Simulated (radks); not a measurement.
The lead ion Pb42+, configuration [Kr] 4d4 (the NIST ground configuration). Calculated with a radial shooting solver on a logarithmic mesh with Libxc functionals: scalar-relativistic Kohn-Sham, exchange-only LDA, spin-polarised, spherical densities, point nucleus; open shells are filled with parallel spins first (spin-orbit coupling, left out, can overturn this in heavy ions). Some entries of the table are withheld. Estimate them.

orbital,occ.,eigenvalue (hartree),r(max) (bohr),<1/r> (bohr^-1)
1s up,1,-3307.913,0.009846,101.4
1s down,1,-3307.904,0.009846,101.4
2s up,1,-650.5686,0.05718,23.80
2s down,1,-650.3812,0.05717,23.81
2p up,3,-568.3428,0.04762,20.91
2p down,3,-568.1824,0.04761,20.91
3s up,1,-208.7368,0.1606,8.908
3s down,1,-208.6046,0.1606,8.911
3p up,3,-185.0821,0.1605,8.072
3p down,3,-184.9409,0.1605,8.076
3d up,5,-161.4870,(1),7.575
3d down,5,-161.3116,(2),7.576
4s up,1,-93.54205,0.3450,4.230
4s down,1,-93.07582,0.3448,4.229
4p up,3,-84.89345,0.3581,3.898
4p down,3,-84.43377,0.3580,3.894
4d up,4,(3),0.3524,(4)
4d down,0,(5),0.3523,(6)

Answer. 
(1) 3d up r(max) (bohr): 0.1304
(2) 3d down r(max) (bohr): 0.1304
(3) 4d up eigenvalue (hartree): -75.62392
(4) 4d up <1/r> (bohr^-1): 3.643
(5) 4d down eigenvalue (hartree): -75.16344
(6) 4d down <1/r> (bohr^-1): 3.641
